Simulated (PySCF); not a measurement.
**Excitation energy of Os⁺ by level of theory**

Os⁺ [Xe] 4f14 5d6 6s1 (6D) → Os⁺ [Xe] 4f14 5d5 6s1 6p1 (8P), as a difference of total energies. All numbers are calculated (PySCF 2.14, scalar relativity through the core potential, in aug-cc-pVTZ-PP with one added diffuse shell each of s, p, d, f, g type with ECP60MDF (7s7p6d4f3g, 113 functions)). Correlated levels: valence: 5s2 5p6 frozen. The calculations carry no spin-orbit coupling.

| method | excitation energy (cm⁻¹) |
| --- | --- |
| UHF | 26658 |
| LDA | 42659 |
| PBE | 42312 |
| PBE0 | 40384 |
| r2SCAN | 38245 |
| PW91 | 42451 |
| M06-2X | 43774 |
| MP2 (valence) | 36567 |
| SCS-MP2 (valence) | 40192 |
